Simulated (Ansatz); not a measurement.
BF3, triplet, at a GFN2-xTB geometry (a higher spin typed on purpose: for a closed-shell molecule this is an excited state); Ansatz (an electronic-structure program) with MP2/cc-pVTZ.

Here is a job for Ansatz.
Ansatz 0.2 input:
```yaml
crystal:
  periodic: [false, false, false]
  atoms:
    - {symbol: B, position_ang: [0.00238864, 0.26611613, 0.46432596]}
    - {symbol: F, position_ang: [-1.13132111, -0.57284179, 0.21989644]}
    - {symbol: F, position_ang: [0.03989163, 1.06338357, -0.72388788]}
    - {symbol: F, position_ang: [1.09010246, -0.63838407, 0.24603257]}
basis:
  gaussian:
    orbitals: cc-pVTZ
magnetization: {spin_polarized: true, initial_magnetization: 2}
correlation: {method: mp2}
```

Task: Predict the main parts of the log of this Ansatz run.

Result: 
```
Functional definition: HF
751 factors; integrals over basis functions are off by at most 1.2e-3 eV
mean field evaluation 1: about -8786.6779 eV, gradient 1.8e1 eV
mean field evaluation 2: about -8786.6860 eV, gradient 1.8e1 eV
mean field evaluation 4: about -8788.5987 eV, gradient 2.9e0 eV
mean field evaluation 8: about -8788.6897 eV, gradient 1.2e-1 eV
mean field evaluation 16: about -8786.8483 eV, gradient 2.2e1 eV
mean field evaluation 32: about -8789.3275 eV, gradient 1.2e-2 eV
mean field evaluation 64: about -8789.8110 eV, gradient 1.3e0 eV
mean field evaluation 96: about -8789.9151 eV, gradient 5.6e-2 eV
mean field evaluation 128: about -8788.3999 eV, gradient 4.6e0 eV
mean field evaluation 160: about -8789.6177 eV, gradient 2.4e0 eV
mean field -8789.91948716 eV, -323.0235831317 hartree, gradient 1.7e-7 eV, S^2 2.006815; 11 other end points of the search recorded, 0 dependent functions left out
4 core orbitals not correlated
reference -8789.91948716 eV, -323.0235831317 hartree; 13, 11 occupied and 103, 105 virtual orbitals, 751 factors
second order -21.45388899 eV of doubles, -0.00000000 eV of singles
Total energy: -8811.37337615 eV, -323.8119990100 hartree
```
